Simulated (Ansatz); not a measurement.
Geometry optimisation, RKS CAM-B3LYP-D4/def2-SVP in Ansatz.

Input:

```yaml
crystal:
  periodic: [false, false, false]
  atoms:
    - { symbol: "N", position_ang: [-0.19823, 0.89726, 1.54763] }
    - { symbol: C, position_ang: [-0.12901, 0.08956, 0.47915] }
    - { symbol: C, position_ang: [-0.04764, -0.59486, -0.51287] }
    - { symbol: Te, position_ang: [-0.14017, -2.09178, -1.89085] }
    - { symbol: H, position_ang: [-0.79387, 1.70562, 1.42551] }
    - { symbol: H, position_ang: [0.69545, 1.12793, 1.96052] }
    - { symbol: H, position_ang: [0.61347, -1.13373, -3.0091] }
basis:
  gaussian: { orbitals: def2-SVP }
hamiltonian:
  xc: cam_b3lyp
  dispersion: d4
relax:
  f_tol: 0.015
  max_steps: 40
output:
  orbitals: {}
```

Command:

```bash
$ ansatz run input.yaml --threads 2 --pin off --max-ram 3072MiB --backend cpu --events-out ev --progress --plain --runs-dir out
```

Problem. Where does it end, and by what steps?

Solution. The run converged. After 8 steps the energy has fallen by 0.046 eV; H7 moved furthest, 0.09 Å.

```json
{"step": "0", "energy less start (eV)": "0.0000", "largest force component (eV/Å)": "0.941", "accepted": "yes"}
{"step": "1", "energy less start (eV)": "-0.0138", "largest force component (eV/Å)": "0.309", "accepted": "yes"}
{"step": "2", "energy less start (eV)": "-0.0350", "largest force component (eV/Å)": "0.227", "accepted": "yes"}
{"step": "3", "energy less start (eV)": "-0.0211", "largest force component (eV/Å)": "0.946", "accepted": "no"}
{"step": "4", "energy less start (eV)": "-0.0435", "largest force component (eV/Å)": "0.108", "accepted": "yes"}
{"step": "5", "energy less start (eV)": "-0.0453", "largest force component (eV/Å)": "0.158", "accepted": "yes"}
{"step": "6", "energy less start (eV)": "-0.0456", "largest force component (eV/Å)": "0.018", "accepted": "yes"}
{"step": "7", "energy less start (eV)": "-0.0456", "largest force component (eV/Å)": "0.041", "accepted": "no"}
{"step": "8", "energy less start (eV)": "-0.0457", "largest force component (eV/Å)": "0.006", "accepted": "yes"}
```

```xyz
7
Properties=species:S:1:pos:R:3
N -0.168 0.942 1.512
C -0.117 0.118 0.463
C -0.078 -0.645 -0.485
Te -0.133 -2.083 -1.908
H -0.824 1.714 1.484
H 0.692 1.130 2.016
H 0.629 -1.175 -3.083
```

Whether the end is a true minimum wasn't checked by a vibrational analysis.

Time of the run: 21 s on 2 threads of AMD EPYC 7B13 (Zen 3), on a shared host, peak memory 0.21 GiB.
